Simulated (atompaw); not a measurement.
**u(r) = r·R(r): atom against pseudo-atom (boron)**

Columns: radius, all-electron u(r) and pseudo u(r) of the 2s shell (level -9.49 eV) of boron in the configuration [He] 2s1.75 2p1.25; PBEsol, scalar-relativistic, PAW (atompaw) scheme, atompaw 4.2.0.5.

| r (bohr) | all-electron | pseudo |
| --- | --- | --- |
| 0.115 | -0.2842 | 0.0893 |
| 0.231 | -0.2827 | 0.1778 |
| 0.346 | -0.1619 | 0.2626 |
| 0.462 | 0.0000 | 0.3436 |
| 0.577 | 0.1623 | 0.4181 |
| 0.692 | 0.3088 | 0.4859 |
| 0.808 | 0.4341 | 0.5465 |
| 0.923 | 0.5348 | 0.5980 |
| 1.038 | 0.6123 | 0.6406 |
| 1.154 | 0.6688 | 0.6743 |
| 1.269 | 0.7059 | 0.6985 |
| 1.385 | 0.7271 | 0.7138 |
| 1.500 | 0.7347 | 0.7203 |
| 1.615 | 0.7316 | 0.7188 |
| 1.731 | 0.7197 | 0.7100 |
| 1.846 | 0.7012 | 0.6949 |
| 1.962 | 0.6776 | 0.6743 |
| 2.077 | 0.6505 | 0.6495 |
| 2.192 | 0.6209 | 0.6214 |
| 2.308 | 0.5895 | 0.5907 |
| 2.423 | 0.5576 | 0.5588 |
| 2.538 | 0.5254 | 0.5264 |
| 2.654 | 0.4932 | 0.4938 |
| 2.769 | 0.4619 | 0.4621 |
| 2.885 | 0.4312 | 0.4312 |
| 3.000 | 0.4018 | 0.4018 |

Q: How many radial nodes do the two functions have?

A: The all-electron 2s function has n − l − 1 = 1 (the table is too coarse to show those close to the nucleus); the pseudo-wave has 0, since the states of the same l below it are removed with the core.

Q: Is the pseudo-wave norm-conserving?

A: No, it belongs to a PAW set: the norm inside the radius is not constrained, and the difference is carried by the augmentation charge.
